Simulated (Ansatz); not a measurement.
The molecule SeS+, multiplicity 4 (an upper state: multiplicity 2 came lower at CCSD(T)/def2-TZVPP on PBE0 minima). No spin–orbit coupling. Se is treated without relativity.

Seven points along R, fitted to fifth degree in 1/R; most abundant isotopes. Runs in def2 and cc sets follow the lowest solution found near the PBE0 minimum.

Correlated levels freeze the inner cores; with def2 sets outer-core shells near the valence are correlated too.

Programs: Ansatz (Gaussian basis) for Hartree–Fock, density functionals and correlated methods. Values without a source in brackets are computed.

Task: What bond length and harmonic frequency does PBE0/def2-TZVPP give?

Result: r_e = 2.175 Å, ω_e = 469 cm⁻¹.

Task: What bond length and harmonic frequency does wB97X-V/def2-TZVPP give?

Result: r_e = 2.158 Å, ω_e = 493 cm⁻¹.

Task: What bond length and harmonic frequency does CCSD(T)/def2-TZVPP give?

Result: r_e = 2.193 Å, ω_e = 453 cm⁻¹.

Ansatz is an electronic-structure program.
